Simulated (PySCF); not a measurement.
C3H3, doublet, geometry from GFN2-xTB, with bond 5-3 at 1.4 times its length; CASSCF(3,3)/def2-SVP (PySCF).

Here is a job for PySCF.
```python
from pyscf import gto, scf, mcscf
import numpy

mol = gto.M(
    atom='''
C     0.001404   -0.018997    0.109188
C     0.016848   -0.227990    1.310390
C    -0.015720    0.212717   -1.222609
H     0.030126   -0.407665    2.343087
H     1.266075    0.259685   -2.009699
H    -0.945169    0.367019   -1.740084
''',
    basis='def2-svp',
    charge=0,
    spin=1,
    verbose=4,
)

mf = scf.ROHF(mol)
mf.kernel()
mc = mcscf.CASSCF(mf, 3, 3)
mc.fix_spin_(ss=0.75)
mc.conv_tol = 1e-5
mc.kernel()
occ = numpy.linalg.eigvalsh(mc.fcisolver.make_rdm1(mc.ci, mc.ncas, mc.nelecas))[::-1]
ss = mc.fcisolver.spin_square(mc.ci, mc.ncas, mc.nelecas)[0]
print('natural occupations', occ.round(4), ' <S^2>', round(ss, 4))
```

What the program printed (banner, timings and long lists left out):

```
PySCF version 2.14.0

[INPUT] verbose = 4
[INPUT] num. atoms = 6
[INPUT] num. electrons = 21
[INPUT] charge = 0
[INPUT] spin (= nelec alpha-beta = 2S) = 1
[INPUT] symmetry False subgroup None
[INPUT] Mole.unit = angstrom
[INPUT] Symbol           X                Y                Z      unit          X                Y                Z       unit  Magmom
[...]
nuclear repulsion = 52.6143259837839
number of shells = 27
number of NR pGTOs = 93
number of NR cGTOs = 57
basis = def2-svp
ecp = {}

******** <class 'pyscf.scf.rohf.ROHF'> ********
method = ROHF
initial guess = minao
damping factor = 0
level_shift factor = 0
DIIS = <class 'pyscf.scf.diis.CDIIS'>
diis_start_cycle = 1
diis_space = 8
diis_damp = 0
SCF conv_tol = 1e-09
SCF conv_tol_grad = None
SCF max_cycles = 50
direct_scf = True
direct_scf_tol = 1e-13
num. doubly occ = 10  num. singly occ = 1
Set gradient conv threshold to 3.16228e-05
init E= -115.367165852285
[...]
cycle= 1 E= -115.0408283797  delta_E= 0.326  |g|= 0.305  |ddm|= 1.75
[...]
cycle= 2 E= -115.07499899846  delta_E= -0.0342  |g|= 0.124  |ddm|= 0.348
[...]
cycle= 3 E= -115.07944309158  delta_E= -0.00444  |g|= 0.0882  |ddm|= 0.158
[...]
cycle= 4 E= -115.082586758759  delta_E= -0.00314  |g|= 0.0203  |ddm|= 0.0885
[...]
cycle= 5 E= -115.083203755042  delta_E= -0.000617  |g|= 0.0127  |ddm|= 0.0295
[...]
cycle= 6 E= -115.083795467896  delta_E= -0.000592  |g|= 0.00857  |ddm|= 0.0399
[...]
cycle= 7 E= -115.084161316705  delta_E= -0.000366  |g|= 0.00307  |ddm|= 0.0521
[...]
cycle= 8 E= -115.084174947097  delta_E= -1.36e-05  |g|= 0.00125  |ddm|= 0.00697
[...]
cycle= 9 E= -115.084177070878  delta_E= -2.12e-06  |g|= 0.000703  |ddm|= 0.0026
[...]
cycle= 10 E= -115.08417842566  delta_E= -1.35e-06  |g|= 0.000285  |ddm|= 0.00385
[...]
cycle= 11 E= -115.084178623234  delta_E= -1.98e-07  |g|= 9.51e-05  |ddm|= 0.00182
[...]
cycle= 12 E= -115.084178655893  delta_E= -3.27e-08  |g|= 1.48e-05  |ddm|= 0.000498
[...]
cycle= 13 E= -115.084178656032  delta_E= -1.39e-10  |g|= 1.55e-06  |ddm|= 2.89e-05
[...]
Extra cycle  E= -115.084178656036  delta_E= -3.92e-12  |g|= 7.28e-07  |ddm|= 3.38e-06
converged SCF energy = -115.084178656036

******** <class 'pyscf.mcscf.mc1step.CASSCF'> ********
CAS (2e+1e, 3o), ncore = 9, nvir = 45
max_cycle_macro = 50
max_cycle_micro = 4
conv_tol = 1e-05
conv_tol_grad = None
orbital rotation max_stepsize = 0.02
orbital rotation threshold for CI restart = 0.01
augmented hessian ah_max_cycle = 30
augmented hessian ah_conv_tol = 1e-12
augmented hessian ah_linear dependence = 1e-14
augmented hessian ah_level shift = 1e-08
augmented hessian ah_start_tol = 2.5
augmented hessian ah_start_cycle = 3
augmented hessian ah_grad_trust_region = 3
kf_trust_region = 3
kf_interval = 4
ci_response_space = 4
ci_grad_trust_region = 3
with_dep4 0
natorb = False
canonicalization = True
sorting_mo_energy = False
ao2mo_level = 2
internal_rotation = False
******** <class 'pyscf.fci.addons.SpinPenaltyFCISolver'> ********
max. cycles = 50
conv_tol = 1e-08
davidson only = True
linear dependence = 1e-12
level shift = 0.001
max iter space = 12
nroots = 1
pspace_size = 400
spin = None
CASCI E = -115.086553713167  S^2 = 0.7500000
Set conv_tol_grad to 0.00316228
macro iter   1 ( 21 JK    4 micro), CASSCF E = -115.092924436068  dE = -6.37072290e-03  S^2 = 0.7500000
               |grad[o]|=0.00995  |grad[c]|=0.00649  |ddm|=0.0129  |maxRot[o]|=0.199
macro iter   2 ( 21 JK    4 micro), CASSCF E = -115.103579370366  dE = -1.06549343e-02  S^2 = 0.7500000
               |grad[o]|=0.0201  |grad[c]|=0.0258  |ddm|=0.0357  |maxRot[o]|=0.198
macro iter   3 ( 17 JK    4 micro), CASSCF E = -115.107756056553  dE = -4.17668619e-03  S^2 = 0.7500000
               |grad[o]|=0.019  |grad[c]|=0.00593  |ddm|=0.0118  |maxRot[o]|=0.201
macro iter   4 (  8 JK    2 micro), CASSCF E = -115.107781151556  dE = -2.50950032e-05  S^2 = 0.7500000
               |grad[o]|=0.00212  |grad[c]|=0.000197  |ddm|=0.000818  |maxRot[o]|=0.0114
macro iter   5 (  3 JK    1 micro), CASSCF E = -115.107781220454  dE = -6.88984159e-08  S^2 = 0.7500000
               |grad[o]|=0.000318  |grad[c]|=6.97e-05  |ddm|=0.000204  |maxRot[o]|=0.00047
1-step CASSCF converged in   5 macro ( 70 JK  15 micro) steps
CASSCF canonicalization
Density matrix diagonal elements [1.93853029 1.         0.06146971]
CASSCF energy = -115.107781220454
CASCI E = -115.107781220454  E(CI) = -2.22999420262640  S^2 = 0.7500000
natural occupations [1.9386 1.     0.0614]  <S^2> 0.75
```
